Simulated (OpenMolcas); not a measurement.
# Multiconfigurational calculation on Mn³⁺

Input:

```
&GATEWAY
Coord
1

Mn 0.0 0.0 0.0
Basis=ANO-RCC-MB
Group=XYZ
NoMove
AngMom=0.0 0.0 0.0
AMFI
&SEWARD
&RASSCF
FileOrb=start.orb
Symmetry=1
Spin=5
nActEl=4 0 0
Inactive=3 6
Ras2=5 0
CIRoot=5 5 1
SDav=5
CIMx=300
Iter=120 100
PrWF=0.3
OrbListing=Nothing
MaxOrb=0
Atom
>>> COPY $Project.JobIph JOB001
&RASSCF
FileOrb=start.orb
Symmetry=1
Spin=3
nActEl=4 0 0
Inactive=3 6
Ras2=5 0
CIRoot=45 45 1
SDav=45
CIMx=300
Iter=120 100
PrWF=0.3
OrbListing=Nothing
MaxOrb=0
Atom
>>> COPY $Project.JobIph JOB002
&RASSCF
FileOrb=start.orb
Symmetry=1
Spin=1
nActEl=4 0 0
Inactive=3 6
Ras2=5 0
CIRoot=50 50 1
SDav=50
CIMx=300
Iter=120 100
PrWF=0.3
OrbListing=Nothing
MaxOrb=0
Atom
>>> COPY $Project.JobIph JOB003
&RASSI
NrOfJobIphs=3 5 45 50
1 2 3 4 5
1 2 3 4 5 6 7 8 9 10 11 12 13 14 15 16 17 18 19 20 21 22 23 24 25 26 27
28 29 30 31 32 33 34 35 36 37 38 39 40 41 42 43 44 45
1 2 3 4 5 6 7 8 9 10 11 12 13 14 15 16 17 18 19 20 21 22 23 24 25 26 27
28 29 30 31 32 33 34 35 36 37 38 39 40 41 42 43 44 45 46 47 48 49 50
IphNames
JOB001
JOB002
JOB003
EJob
SpinOrbit
DIPRint=1.0
SOCoupling=1000.0
Subsets=2
MEES
Property=10
'ANGMOM' 1 'ANGMOM' 2 'ANGMOM' 3 'MLTPL  1' 1 'MLTPL  1' 2 'MLTPL  1' 3
'AMFI' 1 'AMFI' 2 'AMFI' 3 'MLTPL  2' 6
SOProperty=3
'ANGMOM' 1 'ANGMOM' 2 'ANGMOM' 3
```

A driver script runs the steps one by one and writes start.orb anew before each from the orbitals found so far.

Output, cut to the results:

```
--- SEWARD ---
Basis set label: MN.ANO-RCC...4S3P1D.

      Electronic valence basis set:
      ------------------
      Associated Effective Charge  25.000000 au
      Associated Actual Charge     25.000000 au
      Nuclear Model: Point charge

      Shell  nPrim  nBasis  Cartesian Spherical Contaminant
         s      21       4        X
         p      15       3        X
         d      10       1                 X
                  Relativistic Douglas-Kroll-Hess integrals:
                    - DKH order of Hamiltonian: 2
                    - DKH order of Properties : 0
                  Atomic mean-field integrals
--- RASSCF ---
Wave function specifications:
      -----------------------------

      Number of closed shell electrons          18
      Number of electrons in active shells       4
      Max number of holes in RAS1 space          0
      Max nr of electrons in RAS3 space          0
      Number of inactive orbitals                9
      Number of active orbitals                  5
      Number of secondary orbitals               4
      Spin quantum number                      2.0
      State symmetry                             1
Orbital specifications:
      -----------------------

      Symmetry species                           1   2
                                                ag  au
      Frozen orbitals                            0   0
      Inactive orbitals                          3   6
      Active orbitals                            5   0
      RAS1 orbitals                              0   0
      RAS2 orbitals                              5   0
      RAS3 orbitals                              0   0
      Secondary orbitals                         1   3
      Deleted orbitals                           0   0
      Number of basis functions                  9   9
      Number of CSFs                             5
      Number of root(s) required                 5
      Iter CI   SX   CI       RASSCF       Energy    max ROT     max BLB   max BLB  Level Ln srch  Step   QN
          iter iter root      energy       change     param      element    value   shift minimum  type update
 Nr of preliminary CI iterations:   1
      Total energies have been shifted. Add                -1000.00 au
        1   1    4    0  -155.21880113    0.00E+00  -3.09E-02    5   8 2  2.10E-01*  0.00   0.00    SX    NO
        2   1    3    0  -155.24185640   -2.31E-02*  2.26E-03    5   8 2  1.51E-02*  0.00   0.00    SX    NO
        3   1    3    0  -155.24197915   -1.23E-04*  1.65E-04    5   8 2  1.10E-03*  0.00   0.00    SX    NO
        4   1    3    0  -155.24197981   -6.56E-07*  1.21E-05    6   9 2  8.07E-05   0.00   0.00    SX    NO
        5   1    2    0  -155.24197981   -3.54E-09  -9.54E-07    4   7 2  5.91E-06   0.00   1.08    QN   YES
      Convergence after  5 iterations
        6   1    2    0  -155.24197981   -1.93E-11  -9.54E-07    1   7 2  6.77E-08   0.00   1.08    QN   YES
      Natural orbitals and occupation numbers for root  1
      sym 1:   1.000000   1.000000   1.000000   1.000000   0.000000
      Natural orbitals and occupation numbers for root  2
      sym 1:   1.000000   0.000000   1.000000   1.000000   1.000000
      Natural orbitals and occupation numbers for root  3
      sym 1:   0.000000   1.000000   1.000000   1.000000   1.000000
::    RASSCF root number  1 Total energy:  -1155.24197981
::    RASSCF root number  2 Total energy:  -1155.24197981
::    RASSCF root number  3 Total energy:  -1155.24197981
::    RASSCF root number  4 Total energy:  -1155.24197981
::    RASSCF root number  5 Total energy:  -1155.24197981
--- RASSCF ---
Wave function specifications:
      -----------------------------

      Number of closed shell electrons          18
      Number of electrons in active shells       4
      Max number of holes in RAS1 space          0
      Max nr of electrons in RAS3 space          0
      Number of inactive orbitals                9
      Number of active orbitals                  5
      Number of secondary orbitals               4
      Spin quantum number                      1.0
      State symmetry                             1
Orbital specifications:
      -----------------------

      Symmetry species                           1   2
                                                ag  au
      Frozen orbitals                            0   0
      Inactive orbitals                          3   6
      Active orbitals                            5   0
...
--- RASSI ---
SPIN-FREE ENERGIES:
  (Shifted by EMIN (a.u.) =      -1155.2419798099)

 SF State       Relative EMIN(au)   Rel lowest level(eV)    D:o, cm**(-1)      L_eff

     1             0.0000000000        0.0000000000              0.0000         2.0
     2             0.0000000000        0.0000000000              0.0000         2.0
     3             0.0000000000        0.0000000000              0.0000         2.0
     4             0.0000000000        0.0000000000              0.0000         2.0
     5             0.0000000000        0.0000000000              0.0000         2.0
     6             0.0903689867        2.4590654012          19833.7000         5.0
     7             0.0903689867        2.4590654012          19833.7000         5.0
     8             0.0903689867        2.4590654012          19833.7000         5.0
     9             0.0903689867        2.4590654012          19833.7000         5.0
    10             0.0903689867        2.4590654012          19833.7000         5.0
    11             0.0903689867        2.4590654012          19833.7000         5.0
    12             0.0903689867        2.4590654012          19833.7000         5.0
    13             0.0903689867        2.4590654012          19833.7000         5.0
    14             0.0903689867        2.4590654012          19833.7000         5.0
    15             0.0903689867        2.4590654012          19833.7000         5.0
    16             0.0903689867        2.4590654012          19833.7000         5.0
    17             0.1007021991        2.7402464363          22101.5780         1.0
    18             0.1007021991        2.7402464363          22101.5780         1.0
    19             0.1007021991        2.7402464363          22101.5780         1.0
    20             0.1038991259        2.8272392468          22803.2224         3.0
    21             0.1038991259        2.8272392468          22803.2224         3.0
...
```

Levels above the lowest, from the spin-orbit matrix, grouped by J:

```json
{"Configuration": "3d4", "Term": "5D", "J": "0", "E (cm-1)": "0.0", "Measured (cm-1)": "0.0", "g": "", "Term weight %": "100"}
{"Configuration": "3d4", "Term": "5D", "J": "1", "E (cm-1)": "82.7", "Measured (cm-1)": "99.0", "g": "1.501", "Term weight %": "100"}
{"Configuration": "3d4", "Term": "5D", "J": "2", "E (cm-1)": "245", "Measured (cm-1)": "287", "g": "1.501", "Term weight %": "100"}
{"Configuration": "3d4", "Term": "5D", "J": "3", "E (cm-1)": "480", "Measured (cm-1)": "552", "g": "1.501", "Term weight %": "100"}
{"Configuration": "3d4", "Term": "5D", "J": "4", "E (cm-1)": "782", "Measured (cm-1)": "886", "g": "1.501", "Term weight %": "100"}
{"Configuration": "3d4", "Term": "3H", "J": "4", "E (cm-1)": "20092", "Measured (cm-1)": "21281", "g": "0.801", "Term weight %": "99"}
{"Configuration": "3d4", "Term": "3H", "J": "5", "E (cm-1)": "20267", "Measured (cm-1)": "21475", "g": "1.034", "Term weight %": "100"}
{"Configuration": "3d4", "Term": "3H", "J": "6", "E (cm-1)": "20462", "Measured (cm-1)": "21679", "g": "1.167", "Term weight %": "100"}
{"Configuration": "3d4", "Term": "3P(1)", "J": "0", "E (cm-1)": "21646", "Measured (cm-1)": "20654", "g": "", "Term weight %": "100"}
{"Configuration": "3d4", "Term": "3P(1)", "J": "1", "E (cm-1)": "22143", "Measured (cm-1)": "21279", "g": "1.501", "Term weight %": "100"}
{"Configuration": "3d4", "Term": "3P(1)", "J": "2", "E (cm-1)": "23039", "Measured (cm-1)": "22325", "g": "1.500", "Term weight %": "100"}
{"Configuration": "3d4", "Term": "3F(1)", "J": "2", "E (cm-1)": "23145", "Measured (cm-1)": "22791", "g": "0.667", "Term weight %": "100"}
{"Configuration": "3d4", "Term": "3F(1)", "J": "3", "E (cm-1)": "23206", "Measured (cm-1)": "22862", "g": "1.075", "Term weight %": "97"}
{"Configuration": "3d4", "Term": "3F(1)", "J": "4", "E (cm-1)": "23302", "Measured (cm-1)": "22959", "g": "1.244", "Term weight %": "97"}
{"Configuration": "3d4", "Term": "3G", "J": "3", "E (cm-1)": "25446", "Measured (cm-1)": "25440", "g": "0.758", "Term weight %": "97"}
{"Configuration": "3d4", "Term": "3G", "J": "4", "E (cm-1)": "25656", "Measured (cm-1)": "25671", "g": "1.055", "Term weight %": "97"}
{"Configuration": "3d4", "Term": "3G", "J": "5", "E (cm-1)": "25837", "Measured (cm-1)": "25878", "g": "1.200", "Term weight %": "100"}
{"Configuration": "3d4", "Term": "1I", "J": "6", "E (cm-1)": "30254", "Measured (cm-1)": "", "g": "1.000", "Term weight %": "100"}
{"Configuration": "3d4", "Term": "1G(1)", "J": "4", "E (cm-1)": "31891", "Measured (cm-1)": "", "g": "1.001", "Term weight %": "99"}
{"Configuration": "3d4", "Term": "3D", "J": "3", "E (cm-1)": "32993", "Measured (cm-1)": "31385", "g": "1.334", "Term weight %": "100"}
{"Configuration": "3d4", "Term": "3D", "J": "2", "E (cm-1)": "33061", "Measured (cm-1)": "31474", "g": "1.167", "Term weight %": "99"}
{"Configuration": "3d4", "Term": "3D", "J": "1", "E (cm-1)": "33137", "Measured (cm-1)": "31581", "g": "0.500", "Term weight %": "100"}
{"Configuration": "3d4", "Term": "1S(1)", "J": "0", "E (cm-1)": "37120", "Measured (cm-1)": "", "g": "", "Term weight %": "100"}
{"Configuration": "3d4", "Term": "1D(1)", "J": "2", "E (cm-1)": "39825", "Measured (cm-1)": "", "g": "1.001", "Term weight %": "99"}
```

Against the 19 measured excited levels shown (Corliss and Sugar, J. Phys. Chem. Ref. Data 6, 1253 (1977)) the mean absolute deviation is 650 cm-1; the largest miss in energy is 3d4 3D3: computed 32993, measured 31385 cm-1 (+5.1 %), and the largest in proportion 3d4 5D1 (-16.5 %).

Without dynamic correlation excited terms often stand tens of per cent too high (terms of higher spin than the ground term too low), and those without a measured partner can miss by more than the paired ones. The basis is small and was not contracted for so high a charge. Computed and measured levels are paired by configuration, term and J; levels that our copy of the source lacks, or whose pairing is in doubt (as where it misses far off the trend of its configuration), stay unpaired and out of the deviations. Levels of configurations outside the active space are missing. The table shows the lowest 24 of 34 levels.

The term weight is that of the spin-free term in the level, not the purity of its configuration. A number in round brackets counts repeated terms of one configuration in the order of the reference energies.
